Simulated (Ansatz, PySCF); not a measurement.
CH8GeSi, SMILES C[SiH2][GeH3].

Coordinates come from a B3LYP-D3(BJ)/def2-SVP optimisation. This is a generated structure with no PubChem entry under its InChIKey; it may be hypothetical.

Vertical ionisation energy (IE) and electron affinity (EA) in eV. Rows of orbital energies are one-electron estimates. Where ΔSCF, EOM or ADC give a negative EA the extra electron is unbound and the value depends on the basis.

```json
[
 {"level": "−ε(HOMO), −ε(LUMO), CAM-B3LYP/def2-TZVP (PySCF)", "IE": "9.21", "EA": "-1.19"},
 {"level": "−ε(HOMO), −ε(LUMO), PBE/def2-TZVP (PySCF)", "IE": "(withheld)", "EA": "(withheld)"},
 {"level": "ΔSCF, PBE0/def2-SVPD (Ansatz), final states of multiplicity 2 and 2", "IE": "9.95", "EA": "-1.37"},
 {"level": "ΔSCF, PBE/def2-SVPD (Ansatz), final states of multiplicity 2 and 2", "IE": "9.77", "EA": "-1.20"}
]
```

Problem. Fill in the missing entries. (Estimate from the structure and the level; the computed values follow.)

Solution. 
- −ε(HOMO), −ε(LUMO), PBE/def2-TZVP (PySCF), IE: 6.85
- −ε(HOMO), −ε(LUMO), PBE/def2-TZVP (PySCF), EA: 0.53

Problem. What vertical singlet–triplet gap does ΔSCF give with PBE0/def2-SVPD (Ansatz, a first-principles code) and with PBE/def2-SVPD (Ansatz)? (The exact figures need the calculation; the answer reports its results.)

Solution. 6.31 and 6.05 eV (triplet above singlet where positive).
